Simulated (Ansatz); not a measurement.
CHBBrFO (`FC1(Br)BO1`). The species carries charge 0 and has multiplicity 1.

Cartesian coordinates in Å:
```
F 1.6176 0.5610 0.2869
C 0.5120 -0.1410 0.0191
Br 0.9577 -1.9655 -0.3194
B -0.8326 0.4855 -0.2278
O -0.5112 0.0500 1.0047
H -1.7435 1.0100 -0.7636
```

(1) List the harmonic frequencies (cm⁻¹, unscaled) at PBE0-D4/def2-TZVP in Ansatz. (Best estimate.)

(2) Is this a minimum?

(3) Give the ideal-gas thermochemistry at 298.15 K and 1 bar (rigid rotor, harmonic oscillator; point group C1, symmetry number 1).

Results:

(1) Ansatz gave: 258, 322, 337, 481, 573, 784, 798, 900, 1042, 1270, 1445, 2786.

(2) Yes, all 12 modes are real.

(3) Zero-point energy 65.8 kJ/mol; H(298) − E = 80.7 kJ/mol; entropy 307.9 J/(mol·K), of which translation 170.4, rotation 112.0, vibration 25.5; G(298) − E = -11.1 kJ/mol.
